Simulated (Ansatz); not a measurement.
Job for Ansatz (a first-principles code): R-CCSD(T)/def2-TZVPP on CH4Sn (SMILES [CH3][SnH]), a point of a bond scan (R = 1.093 Å). Elements past Kr take the def2 small-core potentials; no spin–orbit coupling. The run froze 10 orbitals, filled d shells among them.

Ansatz 0.2 input:
```yaml
crystal:
  periodic: [false, false, false]
  atoms:
    - {symbol: Sn, position_ang: [0.00983745, 0.25050043, 0.24518718]}
    - {symbol: H, position_ang: [-0.34594591, 1.41339688, -1.06484958]}
    - {symbol: C, position_ang: [-0.01334196, -1.45640015, -1.15807253]}
    - {symbol: H, position_ang: [0.73724523, -1.29419038, -1.93601312]}
    - {symbol: H, position_ang: [-0.98669425, -1.50317430, -1.65333226]}
    - {symbol: H, position_ang: [0.18357434, -2.40265271, -0.65672900]}
basis:
  gaussian:
    orbitals: def2-TZVPP
    pivot_positions_ang: [[0.00983745, 0.25050043, 0.24518718], [-0.34594591, 1.41339688, -1.06484958], [-0.01334196, -1.45640015, -1.15807253], [0.73724523, -1.29419038, -1.93601312], [-0.98669425, -1.50317430, -1.65333226], [0.18357434, -2.40265271, -0.65672900]]
magnetization: {spin_polarized: false}
correlation: {method: ccsd_t, electrons: outside_noble_gas}
scf: {lower_state_search: off}
output: {orbitals: {seedname: ./end}}
```

### Question
Give the final energy of this run.

### Answer
-253.8460 hartree (reference determinant -253.5313, T1 diagnostic 0.012).

### Question
How many basis functions does it have, and what does it roughly cost on one machine?

### Answer
137 functions; roughly 5 core-seconds.
